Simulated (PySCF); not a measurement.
## Vanadium: a sound run and one with changed settings

Sound run: V⁺ [Ar] 3d4, V²⁺ [Ar] 3d3. All numbers are calculated (PySCF 2.14, the spin-free X2C one-electron Hamiltonian (Gaussian nucleus), in aug-cc-pVDZ-DK (7s6p4d2f, 59 functions)). In the sound run the correlated levels freeze [Ar]. The sound run starts from symmetry-adapted Hartree-Fock orbitals and uses a fine grid where one is needed.

Changed run: no relativity, point nucleus. This setting is unsound on purpose.

```json
{"species": "V⁺", "method": "UHF", "sound run (hartree)": "-947.91381", "changed run (hartree)": "-940.51638", "converged": "yes"}
{"species": "V⁺", "method": "M06-2X", "sound run (hartree)": "-948.92130", "changed run (hartree)": "-941.52568", "converged": "yes"}
{"species": "V⁺", "method": "PBE", "sound run (hartree)": "-948.70686", "changed run (hartree)": "-941.31189", "converged": "yes"}
{"species": "V⁺", "method": "MP2", "sound run (hartree)": "-947.95202", "changed run (hartree)": "-940.55430", "converged": "yes"}
{"species": "V²⁺", "method": "UHF", "sound run (hartree)": "-947.42857", "changed run (hartree)": "-940.02763", "converged": "yes"}
{"species": "V²⁺", "method": "M06-2X", "sound run (hartree)": "-948.38174", "changed run (hartree)": "-940.98286", "converged": "yes"}
{"species": "V²⁺", "method": "PBE", "sound run (hartree)": "-948.14406", "changed run (hartree)": "-940.74576", "converged": "yes"}
{"species": "V²⁺", "method": "MP2", "sound run (hartree)": "-947.44143", "changed run (hartree)": "-940.04040", "converged": "yes"}
```

Ionisation energy of V⁺:

```csv
method,sound run (eV),changed run (eV)
UHF,13.204,13.299
M06-2X,14.682,14.771
PBE,15.314,15.405
MP2,13.894,13.984
SCS-MP2,13.434,13.528
```

Most of the change in total energy is the relativistic energy itself. On top of that the contraction fixes the core shape for the Hamiltonian it was made with, so the changed run is not a good calculation with the other Hamiltonian either.

For comparison, NIST gives 14.634 ± 0.007 eV between the lowest levels.
